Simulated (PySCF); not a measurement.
# Electron correlation in Be (beryllium, neutral)

[He] 2p2, high-spin 3P determinant (an excited configuration). Computed with PySCF 2.14 in x2c-QZVPPall with one added diffuse shell each of s, p type (8s5p2d1f, 40 functions), with scalar relativity by spin-free X2C-1e. Frozen: 1s2; 2 electrons correlated.

With two correlated electrons CCSD is exact within the correlated space (frozen core and kept virtual orbitals).

| level | correlation energy (mhartree) |
| --- | --- |
| CCSD | -9.02 |

Diagnostics: T1 = 0.0039, D1 = 0.0056, largest double amplitude 0.063.

Cost of the coupled-cluster step: about 0.3 core-seconds, for 2 correlated electrons.
